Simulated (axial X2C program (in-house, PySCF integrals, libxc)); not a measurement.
Outer orbitals of CoCl⁺ at 2.023 Å, PBE0

Computed with an in-house all-electron X2C program for linear molecules (integrals from PySCF). Spin-free means the one-electron spin-free X2C Hamiltonian; two-component (2c) means X2C with spin–orbit coupling and atomic mean-field two-electron Coulomb and Gaunt terms, so the difference of the two also holds small scalar two-electron terms. Basis: Co dyall-cv3z [9s10p6d3f2g], Cl dyall-av3z [9s8p3d2f] (cores contracted in-house); Gaussian nuclei, density fitting, unrestricted open shells. Masses: Co 58.933 u, Cl 34.969 u.

The distance is close to the 2c PBE0 minimum; the highest filled and lowest empty levels are listed.

Spin-free orbitals, state M_S = 3/2, Λ = 2 (beyond evenly filled blocks: π+α, π-α, δ+α, δ+β, δ-α) (Löwdin shares):

```tsv
symmetry	occupied	ε (eV)	atomic character
σα	yes	-29.23	80% Cl s, 8% Co d, 8% Co p
σβ	yes	-28.80	80% Cl s, 8% Co p, 8% Co d
π-α	yes	-19.98	95% Co d, 4% Cl p
π+α	yes	-19.98	95% Co d, 4% Cl p
σα	yes	-19.32	74% Co d, 21% Cl p, 4% Cl s
δ-α	yes	-19.31	100% Co d
δ+α	yes	-19.31	100% Co d
σβ	yes	-18.18	53% Co d, 40% Cl p, 4% Cl s
δ+β	yes	-16.63	100% Co d
σα	yes	-16.01	59% Cl p, 20% Co d, 16% Co s
π+β	yes	-15.52	75% Cl p, 21% Co d, 3% Co p
π-β	yes	-15.50	77% Cl p, 18% Co d, 3% Co p
π-α	yes	-15.40	89% Cl p, 7% Co d, 4% Co p
π+α	yes	-15.40	89% Cl p, 7% Co d, 4% Co p
σβ	yes	-15.30	42% Cl p, 41% Co d, 14% Co s
δ-β	no	-10.85	100% Co d
π+β	no	-10.65	79% Co d, 17% Cl p, 2% Co p
π-β	no	-10.42	81% Co d, 15% Cl p, 2% Co p
σα	no	-9.96	50% Co s, 29% Co p, 12% Cl p
```

Spinors with spin–orbit coupling (state Ω = 7/2):

```
   ω  occupied  ε (eV)              atomic character    λ mixture
 1/2       yes  -29.23    80% Cl s, 8% Co d, 8% Co p       100% σ
-1/2       yes  -28.80    80% Cl s, 8% Co p, 8% Co d       100% σ
-1/2       yes  -20.01             95% Co d, 4% Cl p       100% π
 3/2       yes  -19.94             95% Co d, 4% Cl p       100% π
-3/2       yes  -19.38                     100% Co d       100% δ
 1/2       yes  -19.32   74% Co d, 21% Cl p, 4% Cl s       100% σ
 5/2       yes  -19.24                     100% Co d       100% δ
-1/2       yes  -18.17   53% Co d, 40% Cl p, 4% Cl s       100% σ
 3/2       yes  -16.70                     100% Co d       100% δ
 1/2       yes  -16.02  59% Cl p, 21% Co d, 16% Co s  98% σ, 2% π
 1/2       yes  -15.54   75% Cl p, 20% Co d, 3% Co p  98% π, 2% σ
-3/2       yes  -15.46   77% Cl p, 19% Co d, 3% Co p       100% π
-1/2       yes  -15.44    88% Cl p, 8% Co d, 4% Co p  98% π, 2% σ
 3/2       yes  -15.35    89% Cl p, 7% Co d, 4% Co p       100% π
-1/2       yes  -15.29  43% Cl p, 40% Co d, 14% Co s  99% σ, 1% π
-5/2        no  -10.80                     100% Co d       100% δ
 1/2        no  -10.68   79% Co d, 17% Cl p, 2% Co p       100% π
-3/2        no  -10.39   81% Co d, 15% Cl p, 2% Co p       100% π
 1/2        no   -9.96  50% Co s, 29% Co p, 12% Cl p       100% σ
```

(1) How does the gap between the highest filled and lowest empty level change from the spin-free to the 2c table?

Mulliken charges and populations of the two-component result (they depend on the basis, above all on diffuse functions):

Co 1.18 e (s 6.41 p 12.15 d 7.27), Cl -0.18 e (s 5.98 p 11.14 d 0.05 f 0.01). ⟨Lz⟩ = 2.00 ħ and ⟨Sz⟩ = 1.50 ħ (1.35 and 0.15 on the two atoms), which add up to Ω.

Occupations by symmetry block were frozen at the best pattern of an incomplete PBE0 search. Density functionals use the spin component along the axis (collinear). Other states lie close and PBE0, whose exact exchange favours high spin, may order them wrongly; the determinant shown need not be the ground state. The nearest other spin-free determinant of the search, M_S = 3/2, Λ = 3, lies 0.08 eV up at the distance of the search. The functionals have no current-density term, which raises determinants with orbital currents, atoms included. With several unpaired electrons one determinant need not be a pure state.

## Answers

(1) From 4.45 to 4.49 eV at PBE0, a change of 0.04 eV.
